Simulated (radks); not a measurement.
The numbers below are computed, except where a source is named.
Task: The mean radii <r> (bohr) of the occupied orbitals of an atom or ion are listed with their occupations. Code: a radial shooting solver on a logarithmic mesh with Libxc functionals. Model: scalar-relativistic Kohn-Sham, PBE, spin-polarised, spherical densities, finite nucleus; Fermi nuclear charge, rms radius of each element as measured or else 0.836 A^(1/3) + 0.57 fm.

orbital  occ.      <r>
1s up       1  0.02781
1s down     1  0.02781
2s up       1   0.1199
2s down     1   0.1199
2p up       3   0.1048
2p down     3   0.1048
3s up       1   0.3221
3s down     1   0.3221
3p up       3   0.3202
3p down     3   0.3202
3d up       5   0.2967
3d down     5   0.2967
4s up       1   0.7610
4s down     1   0.7609
4p up       3   0.8148
4p down     3   0.8149
4d up       5   0.9505
4d down     4   0.9513
5s up       1    2.003
5s down     1    2.012
5p up       3    2.498
5p down     2    2.537

Name the element and its charge. Open shells, if any, are filled with parallel spins first.

Result: Z = 52, tellurium, charge 0: Te in [Kr] 4d9 5s2 5p5. The 1s radius gives Z: for a bare nucleus <r> = (2 gamma + 1)/(2Z) with gamma = sqrt(1 - (Z/c)^2), 0.02741 bohr for Z = 52, and screening makes it slightly larger (0.02781 here). The occupations add up to 52, and the charge is Z minus that.
